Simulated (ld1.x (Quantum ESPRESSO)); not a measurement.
As PAW: all-electron and pseudo phase curves

```
Element                 : arsenic (As)
Generator               : ld1.x (Quantum ESPRESSO) 7.5
Type                    : PAW
Functional              : PBE
Relativity              : scalar-relativistic
Frozen core             : [Ar]
Valence charge          : 15
Reference configuration : 3d10 4s2 4p1.5 (charge +1.5)
Partial waves           : 4s (bound): rcut 1.05, rcutus 1.45 bohr; 4s channel at -1.45 Ry: rcut 1.05, rcutus 1.45 bohr; 4p (bound): rcut 1.45, rcutus 1.95 bohr; 4p channel at -0.15 Ry: rcut 1.45, rcutus 1.95 bohr; 3d (bound): rcut 1.10, rcutus 1.30 bohr; 3d channel at -2.3 Ry: rcut 1.10, rcutus 1.30 bohr
Local potential         : all-electron potential smoothed inside 1.15 bohr (lloc = -1)
Core correction         : Bessel-smoothed model core inside 0.65 bohr
Augmentation charge     : BESSEL, radius 0.85 bohr
```

The phase is arctan(r·u′/u) with u = r·R(r), unwrapped; energies in Ry, scanned from -6 to 5 Ry. A pole is an energy at which the radial function vanishes at the test radius. The pseudo phase is shifted by a multiple of π to meet the all-electron one at the reference energy, and phase errors are pseudo minus all-electron; the curves can meet again beyond the range given. Levels narrower than the energy grid can be missing from the lists of poles. Where the grid stepped over a known ghost or core level, its pole and its step of π were put in at the level’s energy.

**Question.** For each channel, where are the poles, and over which energies does the pseudopotential scatter like the atom?

**Answer.**

```
channel  radius (bohr)  reference energy (Ry)  poles, all-electron  poles, pseudo  unbroken range about the reference energy with phases within 0.05 rad  phase error 1 Ry above the reference energy (rad)
      s           2.14                  -2.08                -0.29   -5.64, -0.29                                                             above -5.6                                             -0.000
      p           2.14                  -1.31                 1.18           1.18                                                              below 4.5                                             +0.000
      d           2.14                  -4.11          -4.07, 3.72    -4.07, 3.70                                                        the whole range                                             +0.000
```

Note: ghost state, extra bound levels that the all-electron valence spectrum of the same l lacks: s at -76.7 eV. A true bound ghost makes a file unfit for plane-wave use.

Phases in the d channel:

```
E (Ry)  all-electron  pseudo
 -6.00         1.358   1.358
 -5.74         1.351   1.351
 -5.48         1.343   1.343
 -5.22         1.334   1.334
 -4.96         1.321   1.321
 -4.70         1.303   1.303
 -4.44         1.264   1.263
 -4.18         0.756   0.756
 -3.92        -1.743  -1.743
 -3.66        -1.799  -1.799
 -3.40        -1.824  -1.824
 -3.14        -1.844  -1.844
 -2.88        -1.863  -1.863
 -2.62        -1.884  -1.884
 -2.36        -1.906  -1.906
 -2.10        -1.931  -1.931
 -1.84        -1.962  -1.962
 -1.58        -1.999  -1.999
 -1.32        -2.045  -2.045
 -1.06        -2.104  -2.104
 -0.80        -2.184  -2.184
 -0.54        -2.296  -2.296
 -0.28        -2.459  -2.459
 -0.02        -2.703  -2.704
  0.24        -3.050  -3.052
  0.50        -3.459  -3.462
  0.76        -3.818  -3.821
  1.02        -4.074  -4.075
  1.28        -4.245  -4.246
  1.54        -4.362  -4.363
  1.80        -4.446  -4.447
  2.06        -4.509  -4.510
  2.32        -4.558  -4.559
  2.58        -4.597  -4.598
  2.84        -4.630  -4.631
  3.10        -4.658  -4.659
  3.36        -4.683  -4.684
  3.62        -4.705  -4.706
  3.88        -4.725  -4.726
  4.14        -4.744  -4.746
  4.40        -4.762  -4.764
  4.66        -4.780  -4.782
  4.92        -4.798  -4.801
```
